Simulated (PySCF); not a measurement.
C₆H₁₁N.
SMILES with atom numbers: `[CH2:1]=[C:2](/[CH:3]=[CH:4]\[CH3:5])[CH2:6][NH2:7]` (hydrogens: H8, H9 on C1; H10 on C3; H11 on C4; H12, H13, H14 on C5; H15, H16 on C6; H17, H18 on N7)

A GFN2-xTB structure was refined with PySCF 2.14.0, PBE0-D3(BJ)/def2-SVP geometry optimisation, gas phase. Its GFN2-xTB values:

```csv
coordinate,GFN2-xTB
C1=C2,1.333 Å
C1–H8,1.075 Å
C1–H9,1.077 Å
C2–C3,1.460 Å
C2–C6,1.510 Å
C3=C4,1.333 Å
C3–H10,1.084 Å
C4–C5,1.494 Å
C4–H11,1.084 Å
C5–H12,1.092 Å
C6–N7,1.456 Å
C6–H15,1.102 Å
N7–H17,1.014 Å
C1–C2–C3,119.5°
C1–C2–C6,120.3°
C2–C3–C4,131.1°
C2–C6–N7,111.3°
C3–C2–C6,120.2°
C3–C4–C5,129.6°
C1–C2–C3–C4,-161°
C1–C2–C6–N7,-20°
```

Question: How do these coordinates change at the PBE0-D3(BJ)/def2-SVP level?

Answer: 
```csv
coordinate,PBE0-D3(BJ)/def2-SVP (Å or °),change
C1–H8,1.091,+0.016
C1–H9,1.093,+0.016
C3=C4,1.347,+0.014
C4–H11,1.097,+0.013
C5–H12,1.105,+0.013
C1=C2,1.345,+0.012
C3–H10,1.096,+0.012
C6–N7,1.446,-0.010
C6–H15,1.110,+0.008
C2–C3,1.467,+0.007
N7–H17,1.016,+0.002
C2–C6,1.512,+0.002
C4–C5,1.495,+0.001
C2–C6–N7,112.8,+1.5
C3–C4–C5,131.2,+1.6
C2–C3–C4,132.2,+1.1
C3–C2–C6,120.8,+0.6
C1–C2–C3,118.8,-0.7
C1–C2–C6,120.3,0.0
C1–C2–C3–C4,-173,-12
C1–C2–C6–N7,-9,+11
```

The energy falls by 0.072 eV over 11 energy and gradient evaluations, the largest force component goes from 0.0129 to 2.9e-04 Eh/bohr, and the atoms move by 0.216 Å rms after alignment. Among the bonds, C1–H8 and C1–H9 change most and about equally (+0.016 Å). Bonds longer at the end by more than 0.005 Å: 12 of 17; shorter: 1. Among the dihedrals that turn most is C3–C2–C6–H16, from -86° to -71°. Rotational constants go from 4202, 1746, 1291 to 4154, 1727, 1250 MHz.

The run used 153 basis functions and 75 SCF cycles in all.

PBE0-D3(BJ)/def2-SVP frequencies: not computed here. The numbers are those of one conformer.
